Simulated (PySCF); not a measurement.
Species: `[SiH3]C([SiH2]F)[SiH2]F`. The columns A, B, C and D hold Mulliken, IAO, Hirshfeld and ESP-fitted charges (e) of one PBE0/pcSseg-1 density (PySCF), in a shuffled order. Coordinates in Å (GFN2-xTB); the density's dipole moment is (-1.40, -0.70, -1.44) D.

```
atom       x       y       z       A       B       C       D
  F1   1.168  -1.022   1.900  -0.307  -0.206  -0.437  -0.544
 Si2   1.364  -1.143   0.303  +0.662  +0.422  +0.953  +1.085
  C3   0.020  -0.069  -0.493  -0.609  -0.285  -1.148  -0.983
 Si4  -1.739  -0.639  -0.023  +0.350  +0.313  +0.475  +0.596
 Si5   0.285   1.773  -0.139  +0.684  +0.419  +0.937  +1.085
  F6   1.757   2.162  -0.683  -0.328  -0.210  -0.437  -0.543
  H7   1.183  -2.562   0.021  -0.116  -0.075  -0.108  -0.141
  H8   2.723  -0.686   0.060  -0.100  -0.070  -0.089  -0.131
  H9   0.114  -0.201  -1.574  +0.206  +0.051  +0.208  +0.180
 H10  -2.713   0.183  -0.749  -0.089  -0.075  -0.064  -0.113
 H11  -1.916  -2.040  -0.417  -0.074  -0.071  -0.062  -0.107
 H12  -1.958  -0.489   1.415  -0.064  -0.069  -0.041  -0.107
 H13   0.319   2.109   1.275  -0.097  -0.069  -0.087  -0.137
 H14  -0.608   2.622  -0.918  -0.119  -0.075  -0.100  -0.139
```

Task: Which column most likely holds the ESP-fitted charges?

Result: A. Σ q r misses the density's dipole by 0.02 D (A), 0.74 D (B), 1.24 D (C), 1.58 D (D). Charges fitted to the outside potential are the only set here that is tied to the molecule's multipoles.

Task: And the Hirshfeld charges?

Result: B. The mean sizes are 0.172 e (B), 0.272 e (A), 0.368 e (C), 0.421 e (D), and Hirshfeld charges are commonly the smallest of these schemes.

As computed, A = ESP-fitted, B = Hirshfeld, C = Mulliken, D = IAO.

The Hirshfeld scheme weights the molecular density at each point by an atom's share of the summed free-atom densities. The Mulliken scheme gives each basis function's population to the atom it is centred on and halves the overlap population of two atoms between them.

Isolated species at its GFN2-xTB geometry (one conformer only).

These values come from a run that also computed NMR shieldings. Hardware: one thread of an Arm Neoverse V2, on a shared host. Cost: 19 s wall, 0.74 GiB resident at most.

Shape of the structure used: `[F:1][SiH2:2][CH:3]([SiH3:4])[SiH2:5][F:6]`: F1–Si2–C3–Si4 -60°, Si2–C3–Si5–F6 57°.
